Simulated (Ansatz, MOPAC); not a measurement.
System: C₂H₇BN, charge 0, multiplicity 2. SMILES: CC[B]N

Atoms: C1, C2, B3, N4, H5, H6, H7, H8, H9, H10, H11. Bonds: C1-C2, C1-H5, C1-H6, C1-H7, C2-B3, C2-H8, C2-H9, B3-N4, N4-H10, N4-H11.

Bond lengths (Å) and angles (degrees) optimised at AM1 with MOPAC; PM7 with MOPAC; HF/3-21G with Ansatz (a first-principles code); HF/6-31G* with Ansatz; PBE/6-31G* with Ansatz; MP2/6-31G* with Ansatz, each started from the B3LYP-D3(BJ)/def2-TZVP structure (Ansatz) of the last column. A row stands for all coordinates that are equal there; 13 of 25 kinds are shown. 6-31G* holds six Cartesian d functions. No wavenumbers were computed at AM1, PBE/6-31G*, MP2/6-31G*, so these may be saddle points.

| coordinate | AM1 | PM7 | HF/3-21G | HF/6-31G* | PBE/6-31G* | MP2/6-31G* | B3LYP-D3(BJ)/def2-TZVP |
|---|---|---|---|---|---|---|---|
| C1-C2 | 1.501 | 1.528 | 1.553 | 1.535 | 1.542 | 1.535 | 1.536 |
| C1-H5 | 1.118 | 1.097 | 1.085 | 1.086 | 1.104 | 1.094 | 1.092 |
| C1-H7 | 1.117 | 1.097 | 1.084 | 1.085 | 1.103 | 1.093 | 1.091 |
| C2-B3 | 1.546 | 1.541 | 1.585 | 1.585 | 1.577 | 1.577 | 1.563 |
| C2-H8 | 1.115 | 1.107 | 1.091 | 1.092 | 1.113 | 1.101 | 1.101 |
| C2-H9 | 1.115 | 1.108 | 1.091 | 1.091 | 1.109 | 1.098 | 1.097 |
| B3-N4 | 1.319 | 1.321 | 1.401 | 1.388 | 1.394 | 1.392 | 1.381 |
| N4-H10 | 0.985 | 1.006 | 1.000 | 0.995 | 1.018 | 1.011 | 1.006 |
| C1-C2-B3 | 115.4 | 109.4 | 113.3 | 114.6 | 114.5 | 113.3 | 115.2 |
| C2-B3-N4 | 136.2 | 162.7 | 126.6 | 125.3 | 126.6 | 125.1 | 127.6 |
| C2-C1-H5 | 111.0 | 112.0 | 110.9 | 111.4 | 111.3 | 111.2 | 111.2 |
| C2-C1-H6 | 110.4 | 110.8 | 111.0 | 111.5 | 111.7 | 111.5 | 111.4 |
| C2-C1-H7 | 111.0 | 112.0 | 110.5 | 111.0 | 111.0 | 110.8 | 110.9 |

Mean signed difference of all 10 bond lengths from B3LYP-D3(BJ)/def2-TZVP: AM1 -0.005 Å, PM7 -0.007 Å, HF/3-21G 0.000 Å, HF/6-31G* -0.003 Å, PBE/6-31G* 0.012 Å, MP2/6-31G* 0.004 Å.
